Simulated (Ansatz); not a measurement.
B8H14, relaxed as a singlet with RKS r2SCAN-D4/def2-SVP in Ansatz, starting from the GFN1-xTB geometry. Force threshold 0.02 eV/Å.

Another isomer (singlet) lies 0.92 eV lower at PBE0-D4/def2-TZVP; other spin states weren't run for this one.

Start:

```xyz
22

B    -1.513    0.293   -0.914
B    -1.423    0.035    0.945
B     0.927   -1.433   -1.125
B     0.145    0.901    1.567
B     0.983   -1.588    0.682
B     0.328    1.003   -1.176
B     0.837    1.710    0.328
B     0.044   -0.191   -0.027
H     1.914   -1.182    1.295
H     2.003    1.929    0.326
H    -2.313    0.596    0.129
H     0.589    1.258   -2.292
H     1.803   -0.910   -1.736
H     0.250   -2.345    1.224
H    -1.232    1.089    1.672
H     0.101    2.607   -0.045
H    -2.044   -0.556   -1.536
H     0.109   -2.032   -1.737
H     0.475    0.532    2.639
H    -1.975   -0.825    1.529
H    -1.542    1.391   -1.423
H     1.532   -2.281   -0.327
```

Estimate the energy that the relaxation releases and the steps that it takes.

30.7 kcal/mol, in 22 steps; 85 s on 4 threads of Arm Neoverse V1 on a shared host. The force fell under the threshold at step 20, but the optimiser went on. No frequencies were taken in this run, so the end may be a saddle point.

Does the start keep its bonding and symmetry?

Bonds formed: B6–H16, B6–H21 (atoms count from 1).

Predict the relaxed structure.


```xyz
22

B    -1.242    0.295   -0.977
B    -1.505   -0.052    0.781
B     0.464   -1.698   -0.903
B    -0.181    0.654    1.658
B     1.481   -1.285    0.472
B     0.237    1.344   -1.008
B     0.828    1.464    0.619
B     0.121   -0.111    0.031
H     2.529   -0.709    0.309
H     1.966    1.825    0.718
H    -2.227    0.621   -0.152
H     0.842    1.572   -2.016
H     0.811   -1.421   -2.027
H     1.238   -1.747    1.561
H    -1.469    1.057    1.518
H     0.144    2.354   -0.143
H    -1.740   -0.274   -1.902
H    -0.467   -2.455   -0.759
H    -0.023    0.230    2.767
H    -2.249   -0.908    1.163
H    -1.061    1.552   -1.353
H     1.504   -2.306   -0.355
```
Bond lengths: 13 × B–B 1.66 to 1.87 Å; 19 × B–H 1.20 to 1.36 Å.
